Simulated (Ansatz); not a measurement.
The lowest singlet and triplet of CH2O (SMILES [CH]O); geometries from B3LYP-D3(BJ)/def2-TZVP, each state relaxed from the structure named, with no frequency check.
Singlet (charge 0, multiplicity 1):
```json
[
 {"atom": "C", "x (Å)": "0.7252", "y (Å)": "0.1901", "z (Å)": "-0.0012"},
 {"atom": "O", "x (Å)": "-0.5735", "y (Å)": "0.0685", "z (Å)": "0.0017"},
 {"atom": "H", "x (Å)": "1.1585", "y (Å)": "-0.8427", "z (Å)": "-0.0057"},
 {"atom": "H", "x (Å)": "-0.9221", "y (Å)": "-0.8459", "z (Å)": "-0.0005"}
]
```
Triplet (charge 0, multiplicity 3):
```xyz
4

C      0.670     0.075    -0.297
O     -0.546     0.066     0.243
H      1.515    -0.493     0.097
H     -1.166    -0.491    -0.255
```

A positive gap puts the triplet lower; no zero-point energy. U- takes an unrestricted singlet (broken symmetry where lower, unprojected). The triplet is unrestricted in single-reference levels.

Correlated levels freeze the cores.

Run with Ansatz (a quantum-chemistry and plane-wave program) with Gaussian orbitals. 

Give the gap E(singlet) − E(triplet), adiabatic at the level U-MP2/cc-pVTZ (spin-contaminated).

-62 kJ/mol

Give the gap E(singlet) − E(triplet), adiabatic at the level U-CCSD(T)/cc-pVQZ (spin-contaminated).

-90 kJ/mol

Predict the gap E(singlet) − E(triplet), adiabatic from U-B3LYP/def2-TZVPP.

-78 kJ/mol

Doubts at one or more of the structures used: T1 above 0.05 (U-CCSD(T)/cc-pVQZ (spin-contaminated)).
